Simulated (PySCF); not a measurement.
Correlation energy of Cl²⁺ (chlorine, charge +2)

[Ne] 3s1 3p3 4s1, high-spin 6S determinant (an excited configuration). Calculation: PySCF 2.14, in aug-cc-pV(Q+d)Z; no relativity, point nucleus. Frozen: [Ne]; 5 electrons correlated.

| level | correlation energy (mhartree) |
| --- | --- |
| CCSD | -50.40 |
| (T) | -0.94 |
| CCSD(T) | -51.34 |

Diagnostics: T1 = 0.0069, D1 = 0.0218, largest double amplitude 0.045.

The outer electron is Rydberg-like, and this basis confines it to a smaller radius and binds it less than a complete one would.

Cost of the coupled-cluster step: about 12 core-seconds, for 5 correlated electrons.
